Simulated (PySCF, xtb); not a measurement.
Al(H)(Et)(vinyl) (C4H9Al), SMILES [CH](=C)[AlH][CH2]C. The values are those of a single conformer.

Harmonic wavenumbers (cm⁻¹) from xtb with GFN2-xTB at its own minimum, in rising order: 50, 63, 82, 127, 168, 266, 303, 467, 502, 524, 593, 702, 912, 924, 962, 975, 1025, 1042, 1217, 1235, 1238, 1405, 1410, 1448, 1506, 1507, 1609, 1747, 2832, 2852, 2915, 2984, 2999, 3010, 3024, 3036.

**Question.** What does B3LYP-D3(BJ)/def2-SVP (PySCF 2.14.0) give at its own minimum? (Estimate from the structure and the level; the computed values follow.)

**Answer.** 43, 94, 114, 175, 206, 327, 359, 523, 561, 584, 644, 735, 933, 959, 999, 999, 1007, 1063, 1219, 1245, 1272, 1397, 1419, 1432, 1475, 1485, 1638, 1909, 3002, 3010, 3053, 3078, 3087, 3092, 3103, 3172. Paired by order, the mean absolute difference is 54 cm⁻¹ and the zero-point energies are 68.1 and 70.6 kcal/mol.
